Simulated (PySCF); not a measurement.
I3In, charge +1, multiplicity 2. Atoms are numbered in the order given.

```xyz
4

In     0.0000     0.0000     0.4065
I      0.0000     1.7785    -1.6960
I      0.0000     0.0000     3.0163
I      0.0000    -1.7785    -1.6960
```
Charge +1, spin multiplicity 2.

Coordinates come from a B3LYP-D3(BJ)/def2-SVP optimisation. The multiplicity is an assumed one; no other spin state was optimised. The isomer is the one that the SMILES or the coordinates give; other isomers of the formula were not compared. The def2 effective core potentials stand for the cores of I, In; spin–orbit coupling is left out.

Method: PySCF with TDA-PBE/def2-SVPD.

Vertical excitations. Isolated molecule, no solvent.

```csv
state,energy (eV),λ (nm),f,main pairs
root 1,0.41,2991,0.000,β HOMO→LUMO 100 %
root 2,0.52,2405,0.000,β HOMO−1→LUMO 100 %
root 3,0.65,1895,0.000,β HOMO−2→LUMO 100 %
root 4,1.26,987,0.000,β HOMO−3→LUMO 100 %
root 5,1.83,677,0.000,β HOMO−5→LUMO 100 %
root 6,1.88,658,0.031,"β HOMO−4→LUMO 77 %, β HOMO−6→LUMO 14 %"
root 7,2.16,573,0.000,"α HOMO→LUMO 57 %, β HOMO→LUMO+1 42 %"
root 8,2.27,547,0.000,"α HOMO−1→LUMO 59 %, β HOMO−1→LUMO+1 41 %"
root 9,2.49,497,0.000,"α HOMO−3→LUMO 27 %, β HOMO−2→LUMO+1 73 %"
root 10,2.52,492,0.000,"α HOMO→LUMO 23 %, α HOMO−2→LUMO 19 %, β HOMO→LUMO+1 36 %, β HOMO−6→LUMO 21 %"
```
Unrestricted roots are not spin-pure.
